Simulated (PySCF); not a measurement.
Computed with PBE-D3(BJ)/def2-TZVP // BP86-D3(BJ)/def2-SVP (PySCF). Gas-phase values, no solvent. One relaxed conformer stands for a flexible species; it need not be the lowest. 

Reference species: [Sc(F)3] (neutral, multiplicity 1).

- HOMO = -9.18 eV
- LUMO = -3.48 eV

Changed species: [Sc(F)(OH)2] (2 of 3 F replaced by OH; the reference has 0 of 3 F replaced by OH).

Give the shifts of the HOMO and LUMO.

the HOMO rises by 2.12 eV, to -7.06 eV; the LUMO rises by 0.88 eV, to -2.60 eV.
